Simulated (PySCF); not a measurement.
NMR data simulated for an unnamed compound:

¹H NMR (400 MHz, computed): δ 6.65 (ddd, J = 78.4, 73.2, 3.1 Hz, 1H), 5.25 (d, J = 92.9 Hz, 1H), 4.64 (t, J = 4.1 Hz, 1H).

¹³C{¹H} NMR (computed): δ 119.3 (CH, dd, J = 326.5, 311.0 Hz), 90.1 (CH, d, J = 340.0 Hz), 77.0 (CH, dd, J = 14.3, 4.5 Hz).

PySCF 2.14.0 with density-fitted response routines calculation with geometry from GFN2-xTB, PBE0/pcSseg-1 with gauge-including orbitals and J couplings at B3LYP/pcJ-1 (spin–dipole term only in couplings to heteroatoms); non-relativistic, in vacuum, single conformer.

Referencing at the same level of theory: ¹H (σref 31.72), ¹³C (σref 186.93) against TMS.

Q: Which of these does the molecule contain: an OH group, a Si–CH3 group, a three-membered ring, a heteroaromatic ring?

A: 
- An OH group: no.
- A Si–CH3 group: no.
- A three-membered ring: yes.
- A heteroaromatic ring: no.

The data belong to `FC(F)O[C@@H]1O[C@@H]1F`, C₃H₃F₃O₂; they needn't prove each group on their own.

Carbon signals by region: 1 in the sp2 and nitrile region (100–160 ppm), 2 at 50–100 ppm.

C–F couplings over four or more bonds (about 3 Hz to the para carbon of a fluoroarene) are left out. Common functionals overestimate the size of one-bond C–F couplings by tens of Hz; these are unscaled. Multiplet labels drop couplings under 1 Hz and merge nearly equal ones. Unscaled 3J(H,H) at this level run about 10 % above measured values. Shifts are as computed. Against solution values, carbons near 30 ppm lie about +3 ppm off and those near 130 ppm about +5 ppm. Of 1211 compounds with measured shifts, 218 miss one by over three times the rms of a fit or turn the order of signals round; such compounds aren't used in these exercises.
